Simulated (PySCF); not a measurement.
Compound: Bi(SMe)3, C₃H₉BiS₃.
Bonds: Bi1–S2, Bi1–S7, Bi1–S12, S2–C3, S7–C8, S12–C13. Hydrogens: H4, H5, H6 on C3; H9, H10, H11 on C8; H14, H15, H16 on C13.

Computed with PySCF, PBE0-D3(BJ)/def2-SVP geometry optimisation, gas phase, def2 core potentials past Kr.

List the bond lengths, angles and torsions at this level.

```tsv
bond	length (pm)
Bi1–S2, Bi1–S7	255.2
Bi1–S12	255.9
S2–C3, S7–C8, S12–C13	181.6
C3–H4 and 8 like bonds	110.0
```

Bonds in one row agree within 1 pm and their mean is given. A selection of angles:
```tsv
angle	degrees
S2–Bi1–S7	99.4
S2–Bi1–S12	95.2
S7–Bi1–S12	97.0
Bi1–S2–C3	107.2
S2–C3–H4	108.3
S2–C3–H5	109.6
S2–C3–H6	111.0
H4–C3–H5	109.6
Bi1–S7–C8	101.2
Bi1–S12–C13	102.8
```

Torsions: S7–Bi1–S2–C3 -81° (synclinal); S2–Bi1–S7–C8 28° (synperiplanar); S2–Bi1–S12–C13 -131° (anticlinal). The mirror-image conformer, all signs reversed, is as good.

Bi1 (bismuth bonded to 3 S) is pyramidal (angles 99.4°, 97.0° and 95.2°, sum 291.5°, 1.28 Å off the plane of its three neighbours). All 3 C–S bonds measure 1.816 to 1.817 Å. Of the pairs four or more bonds apart, H6···S12 is among the closest relative to their van der Waals radii: 2.54 Å, 85 % of the sum of Bondi's values.

Point group: C1 (no symmetry element, even within 0.4 Å). Not checked by PBE0-D3(BJ)/def2-SVP frequencies. The numbers are those of one conformer.

Time: 8.5 min wall; peak memory 0.72 GiB. Hardware: one thread of an AMD EPYC 7R43, no GPU (shared host). That covers the optimisation of the geometry.
